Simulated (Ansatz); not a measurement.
Total energies of CH4MoO2S (`[CH3][Mo](=[O])([OH])=[S]`).

Cartesian coordinates in Å:
```
C 1.0709 0.1644 -0.8039
Mo -0.7975 -0.1221 0.0969
O -1.8847 0.5789 -0.9573
O -0.7801 0.6940 1.7687
S -1.0548 -2.2136 0.1629
H 1.2411 1.2444 -0.8600
H 1.0815 -0.2566 -1.8104
H 1.8478 -0.3106 -0.2010
H -0.7242 0.2213 2.6040
```

Total charge 0; spin multiplicity 1. Correlated methods include outer-core shells of Mo, which these sets cover unevenly. Mo: def2 effective core potential. Geometry: relaxed with PBE0-D4/def2-TZVP. It is one conformer, not always the lowest. Basis def2-TZVPP, the Gaussian-basis code of Ansatz.

RPA on PBE orbitals: Hartree–Fock energy of these orbitals -655.04635 Eh, correlation -2.10348 Eh (frozen core).

```json
{"functional": "PBE", "kind": "GGA", "energy without D4 (Eh)": "-657.27231", "D4 term (kJ/mol)": "-24.2"}
{"functional": "revPBE", "kind": "GGA", "energy without D4 (Eh)": "-657.54889", "D4 term (kJ/mol)": "-63.0"}
{"functional": "BLYP", "kind": "GGA", "energy without D4 (Eh)": "-657.56137", "D4 term (kJ/mol)": "-51.8"}
{"functional": "r2SCAN", "kind": "meta-GGA", "energy without D4 (Eh)": "-657.53151", "D4 term (kJ/mol)": "-5.7"}
{"functional": "B97M-V", "kind": "meta-GGA with VV10", "energy without D4 (Eh)": "-657.46619", "D4 term (kJ/mol)": "–"}
{"functional": "PBE0", "kind": "global hybrid, 25 % exact exchange", "energy without D4 (Eh)": "-657.23236", "D4 term (kJ/mol)": "-20.7"}
{"functional": "r2SCANh", "kind": "meta-GGA hybrid, 10 %", "energy without D4 (Eh)": "-657.48384", "D4 term (kJ/mol)": "-6.2"}
{"functional": "HSE06 (plane-wave form)", "kind": "screened hybrid", "energy without D4 (Eh)": "-657.21604", "D4 term (kJ/mol)": "-19.5"}
{"functional": "CAM-B3LYP", "kind": "range-separated hybrid", "energy without D4 (Eh)": "-657.47654", "D4 term (kJ/mol)": "-21.4"}
{"functional": "LC-ωPBE", "kind": "long-range corrected hybrid", "energy without D4 (Eh)": "-657.35364", "D4 term (kJ/mol)": "–"}
{"functional": "ωB97X-V", "kind": "range-separated hybrid GGA with VV10", "energy without D4 (Eh)": "-657.41305", "D4 term (kJ/mol)": "–"}
{"functional": "ωB97M-V", "kind": "range-separated hybrid meta-GGA with VV10", "energy without D4 (Eh)": "-657.40042", "D4 term (kJ/mol)": "–"}
{"functional": "B2PLYP", "kind": "double hybrid", "energy without D4 (Eh)": "-657.26980", "D4 term (kJ/mol)": "–"}
{"functional": "PBE-QIDH", "kind": "double hybrid", "energy without D4 (Eh)": "-657.06383", "D4 term (kJ/mol)": "–"}
```

Problem. Give the same for LDA (SPW92), B3LYP, r2SCAN0, BHLYP. (Best estimate.)

Solution. Ansatz gave: 
| functional | kind | energy without D4 (Eh) | D4 term (kJ/mol) |
| --- | --- | --- | --- |
| LDA (SPW92) | LDA | -654.69220 | – |
| B3LYP | global hybrid, 20 % | -657.64210 | -39.4 |
| r2SCAN0 | meta-GGA hybrid, 25 % | -657.41436 | -6.9 |
| BHLYP | global hybrid, 50 % | -657.33820 | -33.4 |

B3LYP takes the VWN-RPA correlation (the form of Gaussian; ORCA's B3LYP/G). HSE06 is the plane-wave form, built on full-range PBE exchange. The double hybrids freeze the cores in their second-order part.

LC-ωPBE has ω = 0.4 bohr⁻¹.
